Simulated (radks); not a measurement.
Species: Sm LI. Configuration: [Ne] 3s2.

All-electron calculation, Dirac Kohn-Sham, relativistic LDA (MacDonald-Vosko exchange, VWN5 correlation), spin-unpolarised, spherical densities, finite nucleus; Fermi nuclear charge, rms radius 5.0819 fm. Program: a radial shooting solver on a logarithmic mesh with Libxc functionals.

Energy parts (hartree):
part                       energy
total                  -7825.6657
kinetic                 8609.5609
electron-nucleus      -17105.1718
Hartree                  764.5005
exchange-correlation     -94.5553

Orbitals (lengths in bohr, moments of r in powers of bohr; r(max) is where P^2 peaks):
1s1/2: occ. 2; eigenvalue (hartree) -1837.331; r(max) 0.01455; small-component weight 5.28e-02
2s1/2: occ. 2; eigenvalue (hartree) -405.3121; r(max) 0.08194; small-component weight 1.20e-02
2p1/2: occ. 2; eigenvalue (hartree) -393.1427; r(max) 0.06191; small-component weight 1.20e-02
2p3/2: occ. 4; eigenvalue (hartree) -370.4329; r(max) 0.06739; small-component weight 1.12e-02
3s1/2: occ. 2; eigenvalue (hartree) -165.6795; r(max) 0.2184; small-component weight 4.73e-03

The highest occupied level is 3s1/2 at -4508.4 eV. The density falls to 0.001 e/bohr^3 at r = 0.62 bohr. Summed over all electrons, <r^2> = 0.1935 bohr^2, which gives a Langevin (diamagnetic) susceptibility term of -0.153 x 10^-6 cm^3/mol. The electron density at the nucleus is 5.283e+05 e/bohr^3. For comparison, the ionisation energy in NIST's Atomic Spectra Database is 4548 eV (theoretical). In exact Kohn-Sham theory the highest level is minus the ionisation energy, but local and semilocal functionals leave it too shallow, through self-interaction and a potential that decays too fast; potentials with the right tail come closer.
